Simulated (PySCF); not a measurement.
Bond curve of CsCl

Set-up: PySCF, spin-free X2C with a Gaussian nucleus, basis sets Cs x2c-TZVPall, Cl x2c-TZVPall. Energies in eV from Cs + Cl in their ground configurations at the same level. State: ¹Σ⁺ (singlet), closed shell.

All columns are PBE0. A positive dipole means Cs(−)Cl(+).

```json
{"R (Å)": "2.493", "E (eV)": "-3.825", "μ (D)": "-7.19", "Mulliken charge on Cs (basis-dependent)": "0.60", "HOMO (eV)": "-6.21", "LUMO (eV)": "-0.79", "Mayer bond order": "0.74", "⟨S²⟩": "0.00"}
{"R (Å)": "2.609", "E (eV)": "-4.171", "μ (D)": "-8.03", "Mulliken charge on Cs (basis-dependent)": "0.63", "HOMO (eV)": "-6.24", "LUMO (eV)": "-0.88", "Mayer bond order": "0.68", "⟨S²⟩": "0.00"}
{"R (Å)": "2.725", "E (eV)": "-4.356", "μ (D)": "-8.82", "Mulliken charge on Cs (basis-dependent)": "0.66", "HOMO (eV)": "-6.21", "LUMO (eV)": "-0.96", "Mayer bond order": "0.64", "⟨S²⟩": "0.00"}
{"R (Å)": "2.812", "E (eV)": "-4.419", "μ (D)": "-9.39", "Mulliken charge on Cs (basis-dependent)": "0.67", "HOMO (eV)": "-6.15", "LUMO (eV)": "-1.03", "Mayer bond order": "0.62", "⟨S²⟩": "0.00"}
{"R (Å)": "2.899", "E (eV)": "-4.434", "μ (D)": "-9.94", "Mulliken charge on Cs (basis-dependent)": "0.68", "HOMO (eV)": "-6.01", "LUMO (eV)": "-1.09", "Mayer bond order": "0.60", "⟨S²⟩": "0.00"}
{"R (Å)": "2.986", "E (eV)": "-4.414", "μ (D)": "-10.47", "Mulliken charge on Cs (basis-dependent)": "0.69", "HOMO (eV)": "-5.87", "LUMO (eV)": "-1.16", "Mayer bond order": "0.58", "⟨S²⟩": "0.00"}
{"R (Å)": "3.102", "E (eV)": "-4.348", "μ (D)": "-11.16", "Mulliken charge on Cs (basis-dependent)": "0.70", "HOMO (eV)": "-5.68", "LUMO (eV)": "-1.24", "Mayer bond order": "0.57", "⟨S²⟩": "0.00"}
{"R (Å)": "3.247", "E (eV)": "-4.225", "μ (D)": "-12.00", "Mulliken charge on Cs (basis-dependent)": "0.71", "HOMO (eV)": "-5.48", "LUMO (eV)": "-1.34", "Mayer bond order": "0.55", "⟨S²⟩": "0.00"}
{"R (Å)": "3.421", "E (eV)": "-4.045", "μ (D)": "-12.98", "Mulliken charge on Cs (basis-dependent)": "0.72", "HOMO (eV)": "-5.25", "LUMO (eV)": "-1.45", "Mayer bond order": "0.53", "⟨S²⟩": "0.00"}
{"R (Å)": "3.653", "E (eV)": "-3.785", "μ (D)": "-14.24", "Mulliken charge on Cs (basis-dependent)": "0.73", "HOMO (eV)": "-4.97", "LUMO (eV)": "-1.60", "Mayer bond order": "0.51", "⟨S²⟩": "0.00"}
```

A fit through these points gives, at Re = 2.889 Å, μ = -9.88 D and dμ/dR = -6.24 D/Å; the reduced mass is 27.68 u.

How strong is the fundamental in the double-harmonic approximation, I = 42.26·(dμ/dR)²/μred km/mol?

I = 42.26·(-6.24)²/27.68 = 59.4 km/mol at PBE0.

These are scalar-relativistic numbers at best; spin–orbit coupling would shift them, the dissociation energy most.
